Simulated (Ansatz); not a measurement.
A single point on ClH$_{4}$InOSSi (`[SiH3][O][In]([SH])[Cl]`).

```yaml
crystal:
  periodic: [false, false, false]
  atoms:
    - {symbol: Si, position_ang: [1.011907, -1.459190, 0.459674]}
    - {symbol: O, position_ang: [-0.130500, -0.485417, -0.187220]}
    - {symbol: In, position_ang: [-0.585242, 1.423460, -0.165869]}
    - {symbol: S, position_ang: [-2.468296, 2.148686, -1.367421]}
    - {symbol: Cl, position_ang: [0.799339, 2.801210, 1.059576]}
    - {symbol: H, position_ang: [0.383962, -2.407418, 1.419568]}
    - {symbol: H, position_ang: [1.669489, -2.240005, -0.622568]}
    - {symbol: H, position_ang: [2.054166, -0.676577, 1.182031]}
    - {symbol: H, position_ang: [-2.734815, 0.895250, -1.777770]}
basis:
  gaussian: {orbitals: def2-QZVPP}
correlation: {method: mp2}
```

```sh
$ ansatz run in.yaml --threads 2 --pin off --events-out ev --progress --plain --max-ram 22528MiB --backend cuda --devices 0, --max-vram 18GiB
```

It prints (some lines left out):

```
Functional definition: HF
2824 factors; integrals over basis functions are off by at most 7.9e-4 eV
mean field evaluation 1: about -38435.1062 eV, gradient 4.6e1 eV
mean field evaluation 2: about -38435.2891 eV, gradient 4.6e1 eV
mean field evaluation 4: about -38439.6868 eV, gradient 4.1e0 eV
mean field evaluation 8: about -38439.7680 eV, gradient 3.6e-1 eV
mean field evaluation 16: about -38439.7694 eV, gradient 1.3e-6 eV
mean field -38439.76937762 eV, -1412.6354692162 hartree, gradient 1.3e-6 eV, S^2 0.000000; 0 other end points of the search recorded, 0 dependent functions left out
20 core orbitals not correlated: weight in the atoms' cores, before any rotation towards them, 1.000 or more for the frozen orbitals, at most 0.000 for the correlated occupied ones
reference -38439.76937762 eV, -1412.6354692162 hartree; 20, 20 occupied and 429, 429 virtual orbitals, 2824 factors
second order -34.17707814 eV of doubles, -0.00000000 eV of singles
Total energy: -38473.94645577 eV, -1413.8914536718 hartree
```

It took 4.4 s on 2 threads of an AMD EPYC 7R13 on a shared host and a share of an NVIDIA H100 80 GB, with 1.1 GiB of host memory at the peak.
